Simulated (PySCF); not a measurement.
Computed IR spectrum (relative IR intensity) of a molecule C3H7BO2. Geometry optimised at r2SCAN-D4/def2-SVP. The values are those of a single conformer. Method: r2SCAN-D4/def2-SVP (PySCF). Frequencies are harmonic and unscaled.

```json
[
 {"ν (cm⁻¹)": "277", "relative intensity": "18"},
 {"ν (cm⁻¹)": "305", "relative intensity": "2.7"},
 {"ν (cm⁻¹)": "335", "relative intensity": "29"},
 {"ν (cm⁻¹)": "456", "relative intensity": "3.5"},
 {"ν (cm⁻¹)": "519", "relative intensity": "16"},
 {"ν (cm⁻¹)": "674", "relative intensity": "23"},
 {"ν (cm⁻¹)": "868", "relative intensity": "8.3"},
 {"ν (cm⁻¹)": "906", "relative intensity": "8.7"},
 {"ν (cm⁻¹)": "915", "relative intensity": "8.3"},
 {"ν (cm⁻¹)": "933", "relative intensity": "7.7"},
 {"ν (cm⁻¹)": "992", "relative intensity": "24"},
 {"ν (cm⁻¹)": "1049", "relative intensity": "11"},
 {"ν (cm⁻¹)": "1087", "relative intensity": "16"},
 {"ν (cm⁻¹)": "1159", "relative intensity": "19"},
 {"ν (cm⁻¹)": "1174", "relative intensity": "26"},
 {"ν (cm⁻¹)": "1184", "relative intensity": "29"},
 {"ν (cm⁻¹)": "1236", "relative intensity": "14"},
 {"ν (cm⁻¹)": "1323", "relative intensity": "48"},
 {"ν (cm⁻¹)": "1373", "relative intensity": "12"},
 {"ν (cm⁻¹)": "1381", "relative intensity": "2.7"},
 {"ν (cm⁻¹)": "1412", "relative intensity": "26"},
 {"ν (cm⁻¹)": "1492", "relative intensity": "100"},
 {"ν (cm⁻¹)": "2965", "relative intensity": "25"},
 {"ν (cm⁻¹)": "3121", "relative intensity": "5.0"},
 {"ν (cm⁻¹)": "3125", "relative intensity": "5.9"},
 {"ν (cm⁻¹)": "3810", "relative intensity": "9.6"},
 {"ν (cm⁻¹)": "3833", "relative intensity": "25"}
]
```

Question: Which molecule gave these data?
(A) C=COB(C)O
(B) OB1CC(O)C1
(C) C[C@H]1OCB1O
(D) OB1CC[C@@H]1O

Answer: B, OB1CC(O)C1
